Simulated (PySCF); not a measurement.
GaI3, SMILES [I][Ga]([I])[I].

Geometry: B3LYP-D3(BJ)/def2-SVP. The isomer is the one that the SMILES or the coordinates give; other isomers of the formula were not compared. The def2 effective core potentials stand for the cores of I; spin–orbit coupling is left out.

Level of theory: TDA-PBE/def2-SVPD (PySCF).

Vertical excitations; the highest root listed may be one member of a degenerate set. Isolated molecule, no solvent. State labels are in the subgroup C2v.

| state | symmetry | energy (eV) | λ (nm) | f | main pairs |
|---|---|---|---|---|---|
| S1 | B1 | 3.24 | 383 | 0.000 | HOMO→LUMO 100 % |
| S2 | B2 | 3.55 | 350 | 0.000 | HOMO−1→LUMO (degenerate set) |
| S3 | A2 | 3.55 | 350 | 0.000 | HOMO−2→LUMO (degenerate set) |
| S4 | B1 | 3.68 | 337 | 0.024 | HOMO−3→LUMO (degenerate set) |
| S5 | A1 | 3.68 | 337 | 0.024 | HOMO−4→LUMO (degenerate set) |
| S6 | A2 | 3.89 | 319 | 0.000 | HOMO→LUMO+1 100 % |
| S7 | B2 | 4.19 | 296 | 0.010 | HOMO−5→LUMO 99 % |
| S8 | A2 | 4.26 | 291 | 0.000 | HOMO−3→LUMO+1 (degenerate set) |
| S9 | B2 | 4.26 | 291 | 0.000 | HOMO−4→LUMO+1 (degenerate set) |
| S10 | B1 | 4.49 | 276 | 0.050 | HOMO−2→LUMO+1 84 %, HOMO−7→LUMO 13 % |
| T1 | B1 | 2.96 | 419 | 0 | HOMO→LUMO 100 % |
| T2 | B2 | 3.29 | 376 | 0 | HOMO−1→LUMO (degenerate set) |
| T3 | A2 | 3.29 | 376 | 0 | HOMO−2→LUMO (degenerate set) |
| T4 | A1 | 3.31 | 374 | 0 | HOMO−4→LUMO 100 % |
Triplets are in the Tamm–Dancoff approximation.
